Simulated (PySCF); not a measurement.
Isomers of C4H7NO2S.

All values: PBE0/pcSseg-1 (PySCF) at GFN2-xTB geometries, gas phase, one conformer each.

Task: Rank by HOMO–LUMO gap, highest first.
A. `[CH2:1]=[N:2][C:3](=[CH2:4])[S:5]([CH3:6])(=[O:7])=[O:8]` with C1–N2–C3–C4 -122°, N2–C3–S5–C6 71°
B. `[CH3:1][CH2:2][S:3](=[O:4])(=[O:5])[CH2:6][C:7]#[N:8]` with C1–C2–S3–O4 -65°, C2–S3–C6–C7 47°
C. `[H]/[N:4]=[C:3](/[CH:2]=[CH2:1])[S:5]([CH3:6])(=[O:7])=[O:8]` with C1–C2–C3–N4 -168°, C2–C3–S5–C6 67°
D. `[NH2:1][C@@H:2]1[CH:3]=[CH:4][S:5](=[O:6])(=[O:7])[CH2:8]1` with H–N1–C2–C3 -176° and 63°, N1–C2–C3–C4 -141°, C3–C4–S5–O6 -102°, C4–S5–C8–C2 -19°, N1–C2–C8–S5 144°

Result: B (8.19 eV), D (6.59 eV), C (5.70 eV), A (5.56 eV).

All values together:

```json
{"SMILES": "[H]/N=C(/C=C)S(C)(=O)=O", "μ (D)": "4.24", "HOMO (eV)": "-7.83", "LUMO (eV)": "-2.14", "lowest IAO charge (e)": "-0.889 (O)", "highest IAO charge (e)": "+1.914 (S)", "lowest Hirshfeld charge (e)": "-0.312 (O)", "highest Hirshfeld charge (e)": "+0.512 (S)"}
{"SMILES": "CCS(=O)(=O)CC#N", "μ (D)": "2.84", "HOMO (eV)": "-8.78", "LUMO (eV)": "-0.59", "lowest IAO charge (e)": "-0.889 (O)", "highest IAO charge (e)": "+1.984 (S)", "lowest Hirshfeld charge (e)": "-0.311 (O)", "highest Hirshfeld charge (e)": "+0.532 (S)"}
{"SMILES": "C=NC(=C)S(C)(=O)=O", "μ (D)": "3.26", "HOMO (eV)": "-7.16", "LUMO (eV)": "-1.60", "lowest IAO charge (e)": "-0.892 (O)", "highest IAO charge (e)": "+1.975 (S)", "lowest Hirshfeld charge (e)": "-0.314 (O)", "highest Hirshfeld charge (e)": "+0.516 (S)"}
{"SMILES": "N[C@@H]1C=CS(=O)(=O)C1", "μ (D)": "4.73", "HOMO (eV)": "-7.57", "LUMO (eV)": "-0.98", "lowest IAO charge (e)": "-0.885 (O)", "highest IAO charge (e)": "+1.989 (S)", "lowest Hirshfeld charge (e)": "-0.329 (O)", "highest Hirshfeld charge (e)": "+0.510 (S)"}
```

Conformers: `[H]/[N:4]=[C:3](/[CH:2]=[CH2:1])[S:5]([CH3:6])(=[O:7])=[O:8]` with C1–C2–C3–N4 -168°, C2–C3–S5–C6 67°; `[CH3:1][CH2:2][S:3](=[O:4])(=[O:5])[CH2:6][C:7]#[N:8]` with C1–C2–S3–O4 -65°, C2–S3–C6–C7 47°; `[CH2:1]=[N:2][C:3](=[CH2:4])[S:5]([CH3:6])(=[O:7])=[O:8]` with C1–N2–C3–C4 -122°, N2–C3–S5–C6 71°; `[NH2:1][C@@H:2]1[CH:3]=[CH:4][S:5](=[O:6])(=[O:7])[CH2:8]1` with H–N1–C2–C3 -176° and 63°, N1–C2–C3–C4 -141°, C3–C4–S5–O6 -102°, C4–S5–C8–C2 -19°, N1–C2–C8–S5 144°.
